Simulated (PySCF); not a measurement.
Simulation results for CH5OSi, AlBH5NO, BH2NOSi, Al2H3O and others

Computed with PySCF 2.14.0. Calculation on a computer-drawn molecule: optimised geometry and harmonic frequencies of an isolated molecule of the commonest isotopes, restricted reference for singlets and unrestricted otherwise, frozen core in MP2.

Common to all runs: basis cc-pV(D+d)Z.

(1) CH5OSi

Start structure:
```xyz
8
CH5OSi
C     -0.1558    -0.2068    -1.5301
O     -0.2172    -0.9385    -0.3812
Si    -0.9158    -1.8201     0.8033
H      0.0593    -0.8883    -2.3267
H     -1.1083     0.2991    -1.7918
H      0.6110     0.4954    -1.4497
H     -2.3108    -2.1951     0.7368
H      0.0801    -2.0200     1.7801
```

It was run with charge 1, multiplicity 1 and method HF.

Results for CH5OSi: rotational constants 57.84, 5.336, 5.042 GHz; total energy -404.3221 hartree; convergence status largest gradient component 1.689e-05 hartree/bohr.

Drawn bonds:
| atom | other atom | order |
| --- | --- | --- |
| 1 | 2 | 1 |
| 2 | 3 | 1 |
| 1 | 4 | 1 |
| 1 | 5 | 1 |
| 1 | 6 | 1 |
| 3 | 7 | 1 |
| 3 | 8 | 1 |

Optimised structure:
```xyz
8
CH5OSi
C     -0.1830    -0.2322    -1.5802
O     -0.0540    -1.0140    -0.3609
Si    -0.8235    -1.7331     0.7696
H      0.3140    -0.7949    -2.3617
H     -1.2345    -0.0813    -1.8057
H      0.3230     0.7088    -1.3985
H     -2.2819    -1.7378     0.7921
H     -0.0177    -2.3898     1.7861
```

Modes:
| frequency (cm⁻¹) | reduced mass (dalton) |
| --- | --- |
| 97.3 | 1.187 |
| 161.2 | 3.188 |
| 252.4 | 1.624 |
| 722.7 | 1.532 |
| 786.4 | 2.819 |
| 797.8 | 1.169 |
| 1033 | 1.101 |
| 1247 | 1.691 |
| 1263 | 1.235 |
| 1294 | 3.13 |
| 1580 | 1.047 |
| 1588 | 1.125 |
| 1595 | 1.082 |
| 2441 | 1.028 |
| 2496 | 1.061 |
| 3245 | 1.027 |
| 3367 | 1.113 |
| 3384 | 1.113 |

(2) AlBH5NO

Start structure:
```xyz
9
AlBH5NO
N     -1.1011    -0.6887     0.3058
B     -0.2165    -0.9150     1.3234
Al    -0.0039     0.9217     2.2487
O      0.9643     1.5070     3.5014
H     -1.5021    -1.3494    -0.2949
H     -1.5647     0.2521     0.2189
H      0.1544    -1.9997     1.4943
H     -0.8887     2.0341     1.5402
H      1.2812     1.8794     4.2646
```

It was run with charge 0, multiplicity 1 and method HF.

It finds rotational constants 23.75, 2.393, 2.174 GHz; total energy -398.9129 hartree; convergence status largest gradient component 1.716e-05 hartree/bohr.

Drawn bonds:
| atom | other atom | order |
| --- | --- | --- |
| 1 | 2 | 1 |
| 2 | 3 | 1 |
| 3 | 4 | 1 |
| 1 | 5 | 1 |
| 1 | 6 | 1 |
| 2 | 7 | 1 |
| 3 | 8 | 1 |
| 4 | 9 | 1 |

Optimised structure:
```xyz
9
AlBH5NO
N     -1.1986    -0.8124     0.1790
B     -0.3136    -0.7383     1.2526
Al    -0.0372     1.1060     2.3337
O      1.0497     1.1642     3.6386
H     -1.3510    -1.6515    -0.3443
H     -1.7451    -0.0434    -0.1502
H      0.2728    -1.7567     1.5267
H     -0.8031     2.4633     1.9870
H      1.2490     1.9103     4.1793
```

Modes:
| frequency (cm⁻¹) | reduced mass (dalton) |
| --- | --- |
| 49.18 | 2.977 |
| 128.1 | 3.475 |
| 280.3 | 4.814 |
| 358.8 | 1.074 |
| 477.8 | 1.17 |
| 544.6 | 2.129 |
| 593.9 | 1.489 |
| 602.7 | 1.436 |
| 637.6 | 1.271 |
| 745.3 | 1.367 |
| 880.1 | 4.237 |
| 953.3 | 1.108 |
| 973.2 | 1.135 |
| 1218 | 1.494 |
| 1371 | 3.657 |
| 1764 | 1.196 |
| 1921 | 1.043 |
| 2646 | 1.093 |
| 3796 | 1.051 |
| 3894 | 1.098 |
| 4217 | 1.068 |

(3) BH2NOSi

Start structure:
```xyz
6
BH2NOSi
N     -1.1696     1.9958     1.6202
B     -0.5040     0.9631     1.5652
O      0.2184    -0.1490     1.5155
Si     0.4817    -1.4458     0.4849
H     -1.6993     2.8220     1.6687
H     -0.4688    -1.0181    -0.6267
```

Settings of this run: charge 0, multiplicity 1 and method MP2.

The calculation gives: rotational constants 43.08, 2.889, 2.707 GHz; total energy -444.6394 hartree; convergence status largest gradient component 1.844e-05 hartree/bohr.

Drawn bonds:
| atom | other atom | order |
| --- | --- | --- |
| 1 | 2 | 2 |
| 2 | 3 | 1 |
| 3 | 4 | 1 |
| 1 | 5 | 1 |
| 4 | 6 | 1 |

Optimised structure:
```xyz
6
BH2NOSi
N     -1.1615     1.9675     1.6014
B     -0.4679     0.9225     1.5798
O      0.3016    -0.1933     1.6051
Si     0.4546    -1.4371     0.4490
H     -1.7341     2.7839     1.5669
H     -0.5342    -0.8755    -0.5745
```

Modes:
| frequency (cm⁻¹) | reduced mass (dalton) |
| --- | --- |
| 118.9 | 7.81 |
| 178.1 | 1.83 |
| 224.5 | 1.475 |
| 257.2 | 1.191 |
| 480.2 | 2.874 |
| 495.6 | 2.857 |
| 674.6 | 12.28 |
| 903.4 | 1.136 |
| 1063 | 11.33 |
| 2040 | 2.087 |
| 2066 | 1.672 |
| 3916 | 1.101 |

(4) Al2H3O

Start structure:
```xyz
6
Al2H3O
Al    -1.3267     0.8308     3.1020
O      0.3476     1.1611     2.6706
Al     1.9855     1.4335     2.2401
H     -1.7282    -0.7532     3.2687
H      2.3073     1.5261     0.7521
H      3.0057     1.5055     3.3315
```

Settings of this run: charge 0, multiplicity 2 and method HF.

It finds rotational constants 88.13, 2.922, 2.89 GHz; total energy -560.5229 hartree; spin squared 0.7562; convergence status largest gradient component 1.672e-05 hartree/bohr.

Drawn bonds:
| atom | other atom | order |
| --- | --- | --- |
| 1 | 2 | 1 |
| 2 | 3 | 1 |
| 1 | 4 | 1 |
| 3 | 5 | 1 |
| 3 | 6 | 1 |

Optimised structure:
```xyz
6
Al2H3O
Al    -1.2666     0.8172     3.1090
O      0.3359     1.1074     2.6737
Al     1.9343     1.4026     2.2412
H     -1.7364    -0.7032     3.2524
H      2.3019     1.5412     0.7142
H      3.0221     1.5385     3.3746
```

Modes:
| frequency (cm⁻¹) | reduced mass (dalton) |
| --- | --- |
| 104 | 1.252 |
| 116.5 | 4.935 |
| 118.4 | 2.794 |
| 539.1 | 5.969 |
| 611.9 | 1.267 |
| 653.4 | 1.193 |
| 687 | 1.242 |
| 861.6 | 1.091 |
| 1095 | 16.5 |
| 1874 | 1.044 |
| 1994 | 1.062 |
| 2006 | 1.023 |

(5) AlBClH2

Start structure:
```xyz
5
AlBClH2
B     -0.5833    -2.0516    -0.8485
Al    -1.1057    -1.7269    -2.9396
Cl    -1.5910    -1.4257    -4.8810
H      0.5529    -2.3045    -0.6166
H     -1.4645    -1.9572    -0.0591
```

Settings of this run: charge 1, multiplicity 1 and method MP2.

It finds rotational constants 219.7, 2.696, 2.663 GHz; total energy -727.2927 hartree; convergence status largest gradient component 2.872e-05 hartree/bohr.

Drawn bonds:
| atom | other atom | order |
| --- | --- | --- |
| 1 | 2 | 1 |
| 2 | 3 | 1 |
| 1 | 4 | 1 |
| 1 | 5 | 1 |

Optimised structure:
```xyz
5
AlBClH2
B     -0.5847    -2.0508    -0.8540
Al    -1.1042    -1.7279    -2.9338
Cl    -1.5911    -1.4256    -4.8813
H      0.5599    -2.3057    -0.6185
H     -1.4715    -1.9560    -0.0571
```

Modes:
| frequency (cm⁻¹) | reduced mass (dalton) |
| --- | --- |
| 114.2 | 5.111 |
| 123 | 7.187 |
| 423.3 | 6.731 |
| 622.9 | 1.215 |
| 706.7 | 18.78 |
| 879.3 | 1.288 |
| 1123 | 1.097 |
| 2688 | 1.041 |
| 2835 | 1.137 |
